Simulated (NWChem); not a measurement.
Everything below was run with NWChem. System: Br2Pb, charge 0, spin multiplicity 1, at a geometry optimised with PBE0/def2-SVP with def2 effective core potentials on Pb. The structure started from a generated list of species. Level: RHF/def2-TZVP with def2 effective core potentials on Pb.

Job file:

```
start mol
memory heap 200 mb stack 900 mb global 1100 mb
geometry units angstroms nocenter noautoz
  Pb     0.000000     0.000000     0.769805
  Br    -2.029432     0.000000    -0.901772
  Br     2.029432     0.000000    -0.901772
  symmetry group C2v
end
basis spherical
  * library def2-tzvp
end
ecp
  Pb library def2-ecp
end
scf
  rhf
  nopen 0
  maxiter 100
  thresh 1e-7
  semidirect memsize 60000000 filesize 0
end
task scf energy
```

NWChem printed:

```
             Northwest Computational Chemistry Package (NWChem) 7.3.0
             --------------------------------------------------------

                                NWChem Input Module
                                -------------------

 Scaling coordinates for geometry "geometry" by  1.889725989
 (inverse scale =  0.529177249)

 Turning off AUTOSYM since
 SYMMETRY directive was detected!

                             Geometry "geometry" -> ""
                             -------------------------

 Output coordinates in angstroms (scale by  1.889725989 to convert to a.u.)

  No.       Tag          Charge          X              Y              Z
 ---- ---------------- ---------- -------------- -------------- --------------
    1 Pb                  82.0000     0.00000000     0.00000000     0.76980500
    2 Br                  35.0000    -2.02943200     0.00000000    -0.90177200
    3 Br                  35.0000     2.02943200     0.00000000    -0.90177200

 Effective nuclear repulsion energy (a.u.)    1314.9900751128

            Nuclear Dipole moment (a.u.)
            ----------------------------
        X                 Y               Z
 ---------------- ---------------- ----------------
     0.0000000000     0.0000000000    -0.0000566918

      Symmetry information
      --------------------

 Group name             C2v
 Group number             16
 Group order               4
 No. of unique centers     2

      Symmetry unique atoms

     1    2


 Summary of "ao basis" -> "" (spherical)
 ------------------------------------------------------------------------------
       Tag                 Description            Shells   Functions and Types
 ---------------- ------------------------------  ------  ---------------------
 *                         def2-tzvp                  on all atoms

 Summary of "ao basis" -> "ao basis" (spherical)
 ------------------------------------------------------------------------------
       Tag                 Description            Shells   Functions and Types
 ---------------- ------------------------------  ------  ---------------------
 Pb                        def2-tzvp                16       50   6s5p3d2f
 Br                        def2-tzvp                16       48   6s5p4d1f

                                 NWChem SCF Module
                                 -----------------

  ao basis        = "ao basis"
  functions       =   146
  atoms           =     3
  closed shells   =    46
  open shells     =     0
  charge          =   0.00
  wavefunction    = RHF
  use symmetry    = T
  symmetry adapt  = T

 Summary of "ao basis" -> "ao basis" (spherical)
 ------------------------------------------------------------------------------
       Tag                 Description            Shells   Functions and Types
 ---------------- ------------------------------  ------  ---------------------
 Pb                        def2-tzvp                16       50   6s5p3d2f
 Br                        def2-tzvp                16       48   6s5p4d1f

      Symmetry analysis of basis
      --------------------------

        a1         53
        a2         21
        b1         44
        b2         28

 Forming initial guess at       0.1s

      Superposition of Atomic Density Guess
      -------------------------------------

 Sum of atomic energies:       -5364.15862300

      Non-variational initial energy
      ------------------------------

 Total energy =   -5336.692240
 1-e energy   =   -8438.408133
[...]
    51 a1         52 b1         53 a1         54 b2         55 a2
    56 b1

             Final eigenvalues
             -----------------

              1
    1 -489.9934
    2 -489.9934
    3  -65.1360
    4  -65.1360
    5  -58.4907
    6  -58.4907
    7  -58.4902
    8  -58.4902
    9  -58.4901
   10  -58.4901
   11   -9.8092
   12   -9.8092
   13   -7.4187
   14   -7.4187
   15   -7.4162
   16   -7.4162
   17   -7.4155
   18   -7.4155
   19   -6.2465
   20   -3.9343
   21   -3.9281
   22   -3.9271
   23   -3.1601
   24   -3.1601
   25   -3.1591
   26   -3.1591
   27   -3.1583
   28   -3.1583
   29   -3.1553
   30   -3.1553
   31   -3.1552
   32   -3.1552
   33   -1.1573
   34   -1.1542
   35   -1.1518
   36   -1.1504
   37   -1.1440
   38   -0.9807
   39   -0.9619
   40   -0.6444
   41   -0.4452
   42   -0.4249
   43   -0.4165
   44   -0.4011
   45   -0.3934
   46   -0.3717
   47   -0.0255
   48    0.0440
   49    0.0530
   50    0.1507
   51    0.1676
   52    0.1784
   53    0.2462
   54    0.2742
   55    0.2786
   56    0.2868

                       ROHF Final Molecular Orbital Analysis
                       -------------------------------------

 Vector   44  Occ=2.000000D+00  E=-4.010914D-01  Symmetry=a2
              MO Center=  4.3D-13, -2.3D-15, -8.5D-01, r^2= 5.6D+00
   Bfn.  Coefficient  Atom+Function         Bfn.  Coefficient  Atom+Function
  ----- ------------  ---------------      ----- ------------  ---------------
    67      0.372526  2 Br py               115     -0.372526  3 Br py
    61     -0.242950  2 Br py               109      0.242950  3 Br py
    70      0.237179  2 Br py               118     -0.237179  3 Br py
    64      0.212350  2 Br py               112     -0.212350  3 Br py

 Vector   45  Occ=2.000000D+00  E=-3.934047D-01  Symmetry=b1
              MO Center=  6.4D-14,  4.7D-15, -8.4D-01, r^2= 5.7D+00
   Bfn.  Coefficient  Atom+Function         Bfn.  Coefficient  Atom+Function
  ----- ------------  ---------------      ----- ------------  ---------------
    66      0.329324  2 Br px               114      0.329324  3 Br px
    60     -0.212181  2 Br px               108     -0.212181  3 Br px
    69      0.200970  2 Br px               117      0.200970  3 Br px
    68     -0.198594  2 Br pz               116      0.198594  3 Br pz
    63      0.184401  2 Br px               111      0.184401  3 Br px

 Vector   46  Occ=2.000000D+00  E=-3.717218D-01  Symmetry=a1
              MO Center=  1.9D-14,  3.3D-15, -1.9D-01, r^2= 5.7D+00
   Bfn.  Coefficient  Atom+Function         Bfn.  Coefficient  Atom+Function
  ----- ------------  ---------------      ----- ------------  ---------------
     5      0.340337  1 Pb s                  6      0.331934  1 Pb s
    68     -0.307286  2 Br pz               116     -0.307286  3 Br pz
     3     -0.272580  1 Pb s                 18      0.208343  1 Pb pz
    12     -0.200071  1 Pb pz                71     -0.201059  2 Br pz
   119     -0.201059  3 Br pz                62      0.198726  2 Br pz

 Vector   47  Occ=0.000000D+00  E=-2.553883D-02  Symmetry=b2
              MO Center= -2.1D-14, -2.4D-15,  8.0D-01, r^2= 4.9D+00
   Bfn.  Coefficient  Atom+Function         Bfn.  Coefficient  Atom+Function
  ----- ------------  ---------------      ----- ------------  ---------------
    20      0.539085  1 Pb py                17      0.452907  1 Pb py
    11     -0.352587  1 Pb py                14      0.246249  1 Pb py
    70     -0.197772  2 Br py               118     -0.197772  3 Br py

 Vector   48  Occ=0.000000D+00  E= 4.398566D-02  Symmetry=a1
              MO Center= -3.2D-13,  2.3D-14,  1.0D+00, r^2= 7.4D+00
   Bfn.  Coefficient  Atom+Function         Bfn.  Coefficient  Atom+Function
  ----- ------------  ---------------      ----- ------------  ---------------
    21      0.917856  1 Pb pz                 5     -0.472159  1 Pb s
    56      0.296979  2 Br s                104      0.296979  3 Br s
    69      0.261425  2 Br px               117     -0.261425  3 Br px
    12     -0.251853  1 Pb pz                15      0.228001  1 Pb pz
     3      0.204728  1 Pb s                  4      0.162612  1 Pb s

 Vector   49  Occ=0.000000D+00  E= 5.299919D-02  Symmetry=b1
              MO Center=  4.5D-14, -9.1D-15,  9.9D-01, r^2= 7.2D+00
   Bfn.  Coefficient  Atom+Function         Bfn.  Coefficient  Atom+Function
  ----- ------------  ---------------      ----- ------------  ---------------
    19      0.950047  1 Pb px                56      0.303658  2 Br s
   104     -0.303658  3 Br s                 10     -0.273417  1 Pb px
    13      0.250198  1 Pb px                71      0.206945  2 Br pz
   119     -0.206945  3 Br pz                35     -0.193607  1 Pb d  1

 center of mass
 --------------
 x =   0.00000000 y =   0.00000000 z =   0.08204270

 moments of inertia (a.u.)
 ------------------
         901.796011309455           0.000000000000           0.000000000000
           0.000000000000        3252.582200983316           0.000000000000
           0.000000000000           0.000000000000        2350.786189673862

  Mulliken analysis of the total density
  --------------------------------------

    Atom       Charge   Shell Charges
 -----------   ------   -------------------------------------------------------
    1 Pb  22    21.06   0.07 -0.59  1.79  0.76  1.19  0.67 -0.62  6.55  0.39  0.62  0.08  9.12  0.88  0.12  0.04  0.00
    2 Br  35    35.47   2.00  2.00  1.16  0.78  0.98  1.04  6.00  5.94  1.24  2.85  1.46  8.98  1.02 -0.01  0.04  0.00
    3 Br  35    35.47   2.00  2.00  1.16  0.78  0.98  1.04  6.00  5.94  1.24  2.85  1.46  8.98  1.02 -0.01  0.04  0.00

       Multipole analysis of the density wrt the origin
       ------------------------------------------------

     L   x y z        total         open         nuclear
     -   - - -        -----         ----         -------
     0   0 0 0      0.000000      0.000000     92.000000

     1   1 0 0     -0.000000      0.000000      0.000000
     1   0 1 0      0.000000      0.000000      0.000000
     1   0 0 1      1.934422      0.000000    -87.283288

     2   2 0 0    -56.668267      0.000000   1029.543544
     2   1 1 0      0.000000      0.000000      0.000000
     2   1 0 1      0.000000      0.000000      0.000000
     2   0 2 0    -45.937660      0.000000      0.000000
     2   0 1 1      0.000000      0.000000      0.000000
     2   0 0 2    -47.865766      0.000000    249.834109

 Task  times  cpu:        6.9s     wall:        6.9s

 Total times  cpu:        6.9s     wall:        6.9s
```
